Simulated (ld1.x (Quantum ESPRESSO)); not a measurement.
**rhodium, PAW: configuration errors across variants**

```json
{"Element": "rhodium (Rh)", "Generator": "ld1.x (Quantum ESPRESSO) 7.5", "Type": "PAW", "Functional": "LDA (PZ)", "Relativity": "fully relativistic", "Frozen core": "[Ar] 3d10 4s2", "Valence charge": "15", "Reference configuration": "4p6 4d8 5s0.75 5p0 (charge +0.25)", "Partial waves": "5s (bound): rcut 2.05, rcutus 2.55 bohr; 5s channel at 0.15 Ry: rcut 2.05, rcutus 2.55 bohr; 4p (bound): rcut 1.50, rcutus 2.00 bohr; 5p (bound, empty): rcut 1.50, rcutus 2.00 bohr; 4d (bound): rcut 1.50, rcutus 1.70 bohr; 4d channel at 0.7 Ry: rcut 1.50, rcutus 1.70 bohr; 4f channel at 0.4 Ry: rcut 1.95, rcutus 2.40 bohr", "Local potential": "all-electron potential smoothed inside 1.30 bohr (lloc = -2)", "Core correction": "a·sin(br)/r model core, default radius (core density twice the valence density)", "Augmentation charge": "BG, radius 1.50 bohr"}
```

Open shells are filled in proportion to 2j + 1 (rel_dist='average').

All-electron excitation energies from the reference (eV): (1) 4p6 4d8 5s1 5p0 -1.341; (2) 4p6 4d8 5s0 5p0 6.451; (3) 4p6 4d7 5s0 5p0 26.219; (4) 4p6 4d8.5 5s0.5 5p0 -1.934; (5) 4p6 4d8 5s0 5p1 2.393; (6) 4p6 4d8 5s0.5 5p0 1.738.

The default core radius of the base comes out at 0.67 bohr.

3 further variants failed, have other tests or too few solved ones, and are left out.

Errors AE − PS in meV (a dash: test not solved or not reliable):

```csv
change,(1),(2),(3),(4),(5),(6),bound ghosts
base,+0.2,-0.5,+17,-0.5,+10,-0.3,not determined
"wave 4f channel at 0.4 Ry: rcut 1.95, rcutus 2.40 bohr becomes 4f channel at 0.26 Ry: rcut 1.95, rcutus 2.40 bohr",+0.2,-0.5,+17,-0.5,+10,-0.3,not determined
local potential all-electron potential smoothed inside 2.00 bohr (lloc = -2),+0.3,+3.2,-4.8,+0.6,+1.3,+0.4,not determined
```

**Question.** Give the same row for: core correction a·sin(br)/r model core inside 1.74 bohr.

**Answer.** +0.2, -0.5, +17, -0.5, +11, -0.3; bound ghosts: not determined.
